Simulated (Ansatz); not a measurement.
Basis-set extrapolation for `NC[SiH2][SiH3]` (PBE0-D4/def2-TZVP geometry, frozen core, Ansatz). Multiplicity 1, RHF reference.

```
                      def2-TZVPP   def2-QZVPP
                 HF  -675.465173  -675.487974
    MP2 correlation    -0.649378    -0.694411
CCSD(T) correlation    -0.738149      not run
```

Energies in hartree. Use E(X) = E(∞) + A·exp(−7.88·√X) for Hartree–Fock and E(X) = E(∞) + B·X^(−2.97) for correlation, with X = 3 and 4, and add CCSD(T) minus MP2 of the smaller set to the MP2 limit.

Question: What is the CCSD(T) energy at the basis-set limit?

Answer: HF limit: -675.487974 + (-0.022801) × 0.13774 = -675.49111. MP2 limit: -0.694411 + (-0.045033) × 0.74074 = -0.72777. Higher-order term: -0.738149 − (-0.649378) = -0.08877. Total: -676.30765 hartree, 273.9 kJ/mol below CCSD(T)/def2-TZVPP.
